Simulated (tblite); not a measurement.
Run record: tight-binding relaxation, `C=[C](CC)[Ge@H]1[O]C=C[S]1`.

Computed with GFN2-xTB geometry optimisation, gas phase (tblite 0.8.0). Start geometry: from a force field or distance geometry. The command runs a driver script over a list of jobs; the input below is this job's line of settings and its coordinates in Å.

Command:
```bash
OMP_NUM_THREADS=1 python probes_run.py task.json out
```

Input:
```
{"job": {"kind": "relax", "xc": "GFN2-xTB", "basis": "xTB"}, "charge": 0, "multiplicity": 1}
C     -1.089500    -1.375300    -1.522100
C     -0.677400    -0.273200    -0.890100
C     -1.624100     0.592700    -0.114200
C     -2.027900    -0.043200     1.198100
Ge     1.195300     0.189100    -0.941200
O      1.565800     1.489000     0.222000
C      2.363500     1.084400     1.286700
C      2.806100    -0.178500     1.344700
S      2.402300    -1.369500     0.035300
H     -0.405900    -1.998400    -2.067000
H     -2.149100    -1.657500    -1.505000
H     -1.166800     1.576800     0.095600
H     -2.547200     0.786800    -0.719400
H     -2.544400    -1.015900     1.025800
H     -2.715300     0.633500     1.763100
H     -1.126800    -0.229900     1.840900
H      1.703800     0.526100    -2.371700
H      2.618900     1.777100     2.073100
H      3.408800    -0.504900     2.179300
```

Problem. Estimate the output.

Solution. 
```
step      E/eV     max force
  0    -739.20450    1.562
  1    -739.33757    0.910
  2    -739.38675    0.580
  3    -739.40603    0.276
  4    -739.41689    0.257
  5    -739.42948    0.325
  6    -739.44179    0.303
  7    -739.44965    0.237
  8    -739.45488    0.154
  9    -739.45884    0.161
... (188 lines left out)
198    -739.59458    0.019
199    -739.59464    0.017
200    -739.59468    0.015
201    -739.59472    0.015
202    -739.59476    0.014
203    -739.59480    0.015
204    -739.59484    0.020
205    -739.59488    0.017
206    -739.59490    0.015
207    -739.59492    0.009
```

«max force» is the largest atomic force in eV/Å.

Problem. From which step on does the largest force stay under 0.1 eV/Å, and how much energy is left to gain from there?

Solution. From step 148 (0.078 eV/Å), 6.3 meV above the end.

Summary of the converged run: energy lowered by 9.0 kcal/mol over 207 steps; largest atomic force 0.009 eV/Å at the end.

Problem. Where do the atoms end?

Solution. 0.911 Å rms from the input after alignment:
```
atom  x, y, z in Å
C1    -1.2994   -0.6676   -2.0630
C2    -0.8126   -0.2278   -0.9156
C3    -1.6326    0.4099    0.1593
C4    -1.9294   -0.5947    1.2724
Ge5    1.1444   -0.4278   -0.5822
O6     1.8543    1.2293   -0.3328
C7     2.5627    1.3850    0.8073
C8     2.7197    0.4058    1.6859
S9     1.9818   -1.1651    1.3558
H10   -0.6687   -1.1494   -2.7945
H11   -2.3430   -0.5642   -2.3192
H12   -1.0782    1.2562    0.5772
H13   -2.5689    0.7857   -0.2593
H14   -2.5059   -1.4302    0.8816
H15   -2.4978   -0.1199    2.0682
H16   -1.0026   -0.9836    1.6929
H17    1.8264   -0.9871   -1.8452
H18    2.9779    2.3739    0.9379
H19    3.2620    0.4808    2.6071
```

Problem. How long does this job take on one thread, Arm Neoverse N1 (aarch64), no GPU, shared host with 64 logical CPUs at a one-minute load of 50?

Solution. About 3.2 s.
Labels such as C1 count atoms from 1, the log's own numbers from 0.
